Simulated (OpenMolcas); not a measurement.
**Pr4+: ligand-field states by method**

Pr4+ with 6 ligands (chloride) in trigonal antiprismatic coordination (D3d) at 2.5 Å, a polar angle of 53.6° against the regular 54.74°. A charge of +0.333 e stands 2.8 Å behind each ligand. Ligand basis ANO-RCC-VDZP.

| Quantity | Value |
| --- | --- |
| Program | OpenMolcas 26.06 |
| Basis | ANO-RCC-VDZP [7s6p4d2f1g] |
| Scalar Hamiltonian | DKH2, point nucleus |
| Active space | 1 electron in 7 orbitals (4f) |
| State averaging | 2S+1 = 2 odd, 7 roots |
| Spin-orbit coupling | state interaction with AMFI integrals over the reference wave functions |

I. CASSCF
II. SS-CASPT2, IPEA 0.25 Eh, imaginary shift 0.1 Eh (closed shells correlated: 5s 5p and the ligand valence shells)

Spin-free states (labels of D3, the rotations of D3d) in cm-1, each column counted from its own energy of the first state listed:

```json
{"State": "2A2", "Degeneracy": "1", "I": "0", "II": "0"}
{"State": "2A1", "Degeneracy": "1", "I": "758", "II": "950"}
{"State": "2E", "Degeneracy": "2", "I": "833", "II": "780"}
{"State": "2A2", "Degeneracy": "1", "I": "2231", "II": "2730"}
{"State": "2E", "Degeneracy": "2", "I": "2399", "II": "2790"}
```

From I to II, I's first state of the same spin (2A1) moves from 758 to 950 cm-1, by about +190 cm-1. In II another state of that kind comes below it.

With spin-orbit coupling the lowest J multiplet is 1227 (I), 1413 (II) cm-1 wide, a factor of 1.15 from I to II.

χT at 300 K: I 0.35, II 0.32 cm3 K/mol.

Roots that are degenerate in the reference are averaged as groups; the widest CASPT2 spread within a group is 22 cm-1 (the 2-fold group of multiplicity 2 near 2790 cm-1 above the lowest state of its run, II). Shifts and gaps below about the spread of the groups concerned are not significant. Over all roots computed the reference weight is 0.66 in II; a low but even weight reflects the number of correlated electrons. Splittings of an f shell from a small cluster at a set distance can be off by tens of per cent, mostly too small (holds for II). The distance lies 4 % under the 2.61 Å that this model takes as the normal distance (a Shannon-type radius plus a fixed donor radius); by an R⁻⁵ law this alone changes a d-shell field by about +24 %. No measured value stands beside these numbers; the geometry is a model, was not optimised and need not be the one that this ion takes.
